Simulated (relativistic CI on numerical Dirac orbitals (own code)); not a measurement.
**Line list: Electric-dipole lines, Xe13+**

These numbers are calculated, not measured: Dirac-Coulomb-Breit CI, orbitals from a KLI potential per configuration, model QED (radiative potential, 1s self-energy scaled to tabulated hydrogen-like ionisation energies), unscaled Slater integrals (own radial code, finite nucleus).

Configuration list (outside the closed core [Ar] 3d10): 4s²4p⁶4d⁵, 4s²4p⁵4d⁶, 4s²4p⁶4d⁴4f, 4s4p⁶4d⁶, 4s²4p⁶4d⁴5s, 4s²4p⁵4d⁵4f, 4s²4p⁶4d⁴5p, 4s²4p⁶4d³4f5s, 4s4p⁶4d⁵4f, 4s²4p⁶4d⁴5d, 4s²4p⁶4d³5s5p, 4s²4p⁵4d⁵5s, 4s²4p⁶4d⁴6s, 4s²4p⁶4d⁴5f, 4s²4p⁶4d⁴6p, 4s²4p⁶4d⁴5g, 4s²4p⁶4d⁴6f, 4s²4p⁶4d⁴7p, 4p⁶4d⁶5p, 4p⁶4d⁷, 4p⁵4d⁸, 4p⁵4d⁷4f, 4s²4p⁶4d³5s², 4s²4p⁶4d²4f5s², 4s²4p⁵4d³4f5s², 4s²4p⁶4d²5s²5p. Double excitations out of closed p, d and f shells are left out; levels of such configurations are missing from the list, as are those of other unlisted configurations, and high levels can miss mixing partners. These lack a partner that the ground configuration has and come out too high: 4s²4p⁵4d⁵5s.

```
λ vac (Å)                  Lower                      Upper   A (s⁻¹)  E lower (cm⁻¹)  E upper (cm⁻¹)
   111.85    4s²4p⁶4d⁵ ⁶S5/2 [1]   4s²4p⁶4d⁴4f ²F°7/2 [364]  1.21e+09               0          894078
   112.33    4s²4p⁶4d⁵ ⁶S5/2 [1]   4s²4p⁶4d⁴4f ⁴F°7/2 [354]  1.98e+09               0          890272
   112.98    4s²4p⁶4d⁵ ⁶S5/2 [1]   4s²4p⁶4d⁴4f ⁴D°7/2 [339]  2.44e+09               0          885124
   113.24    4s²4p⁶4d⁵ ⁶S5/2 [1]   4s²4p⁶4d⁴4f ²G°7/2 [332]  1.93e+09               0          883069
   113.61    4s²4p⁶4d⁵ ⁶S5/2 [1]   4s²4p⁶4d⁴4f ⁴D°7/2 [321]  3.60e+09               0          880217
   116.56    4s²4p⁶4d⁵ ⁴G7/2 [3]   4s²4p⁶4d⁴4f ²D°5/2 [393]  4.97e+09           48873          906776
   119.22    4s²4p⁶4d⁵ ⁴G9/2 [5]   4s²4p⁶4d⁴4f ⁴F°7/2 [354]  2.27e+09           51508          890272
   120.56    4s²4p⁶4d⁵ ⁶S5/2 [1]   4s²4p⁶4d⁴4f ⁶F°7/2 [170]  1.23e+09               0          829439
   120.73   4s²4p⁶4d⁵ ⁴G11/2 [4]  4s²4p⁶4d⁴4f ⁴I°13/2 [313]  9.74e+08           49894          878200
   122.22   4s²4p⁶4d⁵ ⁴G11/2 [4]  4s²4p⁶4d⁴4f ²I°11/2 [279]  1.45e+09           49894          868072
   122.46    4s²4p⁶4d⁵ ⁴G9/2 [5]  4s²4p⁶4d⁴4f ²I°11/2 [279]  1.86e+09           51508          868072
   122.98  4s²4p⁶4d⁵ ²I13/2 [14]  4s²4p⁶4d⁴4f ²I°13/2 [349]  1.61e+09           75580          888747
   134.12  4s²4p⁶4d⁵ ²I13/2 [14]  4s²4p⁶4d⁴4f ⁴K°11/2 [154]  2.20e+09           75580          821201
   135.31  4s²4p⁶4d⁵ ²I13/2 [14]  4s²4p⁶4d⁴4f ⁴K°11/2 [142]  2.97e+09           75580          814651
   135.84  4s²4p⁶4d⁵ ²I11/2 [11]     4s²4p⁵4d⁶ ⁴F°9/2 [130]  3.33e+09           70455          806627
   136.14  4s²4p⁶4d⁵ ²I13/2 [14]    4s²4p⁵4d⁶ ⁴G°11/2 [134]  1.88e+09           75580          810116
   138.32    4s²4p⁶4d⁵ ⁴G9/2 [5]      4s²4p⁵4d⁶ ²G°9/2 [88]  1.05e+09           51508          774450
   138.55  4s²4p⁶4d⁵ ²I11/2 [11]    4s²4p⁵4d⁶ ²I°11/2 [107]  4.49e+09           70455          792212
   138.78    4s²4p⁶4d⁵ ⁴G9/2 [5]      4s²4p⁵4d⁶ ⁴G°7/2 [86]  2.75e+09           51508          772064
   139.19    4s²4p⁶4d⁵ ⁴G9/2 [5]      4s²4p⁵4d⁶ ²F°7/2 [83]  1.66e+09           51508          769961
   139.59   4s²4p⁶4d⁵ ⁴D5/2 [10]     4s²4p⁵4d⁶ ⁴S°3/2 [100]  3.30e+09           70238          786620
   139.67   4s²4p⁶4d⁵ ⁴G11/2 [4]     4s²4p⁵4d⁶ ⁴G°11/2 [80]  3.77e+09           49894          765844
   139.71   4s²4p⁶4d⁵ ⁴G11/2 [4]      4s²4p⁵4d⁶ ⁴G°9/2 [79]  2.58e+09           49894          765660
   140.00    4s²4p⁶4d⁵ ⁴D7/2 [9]      4s²4p⁵4d⁶ ⁴P°5/2 [90]  2.76e+09           63125          777424
   140.71  4s²4p⁶4d⁵ ²I13/2 [14]     4s²4p⁵4d⁶ ²I°13/2 [99]  5.45e+09           75580          786263
   140.92    4s²4p⁶4d⁵ ⁶S5/2 [1]      4s²4p⁵4d⁶ ⁴P°5/2 [43]  1.25e+09               0          709643
   140.93   4s²4p⁶4d⁵ ²G9/2 [16]     4s²4p⁵4d⁶ ⁴G°9/2 [105]  1.86e+09           81501          791073
   141.18   4s²4p⁶4d⁵ ⁴G11/2 [4]      4s²4p⁵4d⁶ ⁴F°9/2 [71]  2.89e+09           49894          758222
   141.38    4s²4p⁶4d⁵ ⁴D7/2 [9]      4s²4p⁵4d⁶ ⁴F°5/2 [85]  2.17e+09           63125          770463
   141.42    4s²4p⁶4d⁵ ⁴G7/2 [3]      4s²4p⁵4d⁶ ⁴F°7/2 [69]  1.22e+09           48873          755982
   141.46    4s²4p⁶4d⁵ ⁴G5/2 [2]      4s²4p⁵4d⁶ ⁴D°5/2 [65]  2.63e+09           42766          749657
   141.76    4s²4p⁶4d⁵ ⁶S5/2 [1]      4s²4p⁵4d⁶ ⁶P°3/2 [42]  6.82e+09               0          705417
   141.96    4s²4p⁶4d⁵ ⁶S5/2 [1]      4s²4p⁵4d⁶ ⁶P°5/2 [41]  4.26e+09               0          704419
   142.49    4s²4p⁶4d⁵ ⁶S5/2 [1]      4s²4p⁵4d⁶ ⁶P°7/2 [40]  2.18e+09               0          701788
   142.89    4s²4p⁶4d⁵ ⁴G7/2 [3]      4s²4p⁵4d⁶ ⁴H°7/2 [63]  3.91e+09           48873          748708
   143.28    4s²4p⁶4d⁵ ⁴G5/2 [2]      4s²4p⁵4d⁶ ⁴D°5/2 [55]  1.81e+09           42766          740711
   143.81    4s²4p⁶4d⁵ ⁴G9/2 [5]      4s²4p⁵4d⁶ ⁴G°9/2 [61]  3.35e+09           51508          746861
   144.33    4s²4p⁶4d⁵ ⁴D7/2 [9]      4s²4p⁵4d⁶ ⁴F°7/2 [69]  2.24e+09           63125          755982
   144.38   4s²4p⁶4d⁵ ⁴G11/2 [4]     4s²4p⁵4d⁶ ⁴H°11/2 [58]  1.25e+09           49894          742500
   144.61    4s²4p⁶4d⁵ ⁴G5/2 [6]      4s²4p⁵4d⁶ ⁴G°5/2 [59]  2.92e+09           52666          744194
   144.95    4s²4p⁶4d⁵ ⁴D7/2 [9]      4s²4p⁵4d⁶ ²G°9/2 [66]  1.27e+09           63125          753003
   145.21    4s²4p⁶4d⁵ ⁴G7/2 [3]      4s²4p⁵4d⁶ ⁴H°9/2 [54]  1.26e+09           48873          737527
   145.83    4s²4p⁶4d⁵ ⁴G5/2 [2]      4s²4p⁵4d⁶ ⁴D°7/2 [51]  1.36e+09           42766          728481
   147.75   4s²4p⁶4d⁵ ²G9/2 [16]     4s²4p⁵4d⁶ ²H°11/2 [72]  1.81e+09           81501          758315
   147.88   4s²4p⁶4d⁵ ⁴G11/2 [4]     4s²4p⁵4d⁶ ⁴H°13/2 [49]  1.09e+09           49894          726098
```

Terms are leading LS components. Brackets give the number of a level in order of energy, since labels repeat. The list gives strong lines, with weight on those to low levels, without lines whose two gauges differ by over a factor of 2.5, among the lowest 400 of 9629 levels, so that lines to higher ones, which can be the strongest, are missing. Levels whose partners in the same complex of configurations lie outside the list can be far off, and so can their lines. Rates are taken at the computed energies, electric ones in the length gauge.

At this charge energies of transitions that change n are usually good to better than 1 %, and those within a shell (Δn = 0) to a few per cent. Terms inside the open d or f shell come out 10 to 20 % too wide with unscaled integrals. Levels and lines within the n = 5 or 6 shells can be off by up to 10 % or somewhat more, and those that change n by about 2 %, since core polarisation is missing.

LS names give the leading component of a level, which can be under half, so a name can repeat, a term be missing and a line seem to break the LS rules.
